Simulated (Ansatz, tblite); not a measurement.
Cost and result up the ladder for cis-[IrF2(NH3)4]+ (IrN₄F₂H₁₂⁺) (19 atoms). Charge 1, multiplicity 1. Geometry: PBE0-D4/def2-SVP.

```xyz
19

Ir   -0.084   -0.206   -0.164
F     0.808   -1.868   -0.711
N    -1.157    1.525    0.336
H    -2.030    1.363   -0.189
H    -0.777    2.420    0.024
H    -1.412    1.653    1.317
F    -1.763   -0.471   -1.148
N     1.756   -0.057    0.830
H     2.204   -0.936    0.529
H     1.740   -0.059    1.852
H     2.376    0.708    0.559
N     0.627    0.537   -1.966
H    -0.196    0.561   -2.578
H     1.226   -0.212   -2.334
H     1.126    1.423   -2.064
N    -0.977   -1.392    1.286
H    -1.015   -1.153    2.279
H    -0.516   -2.305    1.193
H    -1.937   -1.530    0.950
```

Ansatz on 4 threads of Arm Neoverse V1 on a shared host; xTB runs through tblite on one thread. Times are rough, summed over both states, and most runs start from the orbitals of an earlier one. ωB97M-V/def2-TZVP serves as the yardstick here, not as an exact answer. The other state is a triplet at its own geometry.

In the def2 sets Ir takes a core potential; there is no spin–orbit coupling. The xTB rows come from tblite. B3LYP takes the VWN-RPA correlation. HSE06 is defined as in plane-wave codes, on full-range PBE exchange. Correlated methods freeze 6 core orbitals; core or outer-core shells of Ir are correlated, in sets that lack core-valence functions. The name describes the singlet; other states may take another shape.

xTB has no spin-polarisation term.

```csv
level,functions,triplet − singlet (eV),difference from ωB97M-V/def2-TZVP (eV)
PBE0-D4/def2-TZVP (with forces),298,2.40,-0.01
ωB97M-V/def2-TZVP,298,2.41,0.00
CAM-B3LYP-D4/def2-TZVP,298,2.37,-0.04
B3LYP-D4/def2-TZVP,298,2.27,-0.14
r2SCAN-D4/def2-TZVP,298,2.24,-0.16
GFN2-xTB,45,1.73,-0.67
HSE06-D4/def2-TZVP,298,2.40,-0.01
MP2/def2-TZVP,298,2.80,0.40
PBE-D4/def2-TZVP (with forces),298,2.29,-0.12
revPBE-D4/def2-TZVP,298,2.24,-0.16
GFN1-xTB,57,2.06,-0.35
```

(1) Estimate how long each takes.

## Answers

(1) GFN2-xTB 0.015 s; GFN1-xTB 0.021 s; revPBE-D4/def2-TZVP 12 s; PBE-D4/def2-TZVP (with forces) 13 s; B3LYP-D4/def2-TZVP 24 s; r2SCAN-D4/def2-TZVP 25 s; HSE06-D4/def2-TZVP 26 s; CAM-B3LYP-D4/def2-TZVP 29 s; PBE0-D4/def2-TZVP (with forces) 30 s; MP2/def2-TZVP 31 s; ωB97M-V/def2-TZVP 85 s. On shared hardware such times vary by a factor of up to 3.
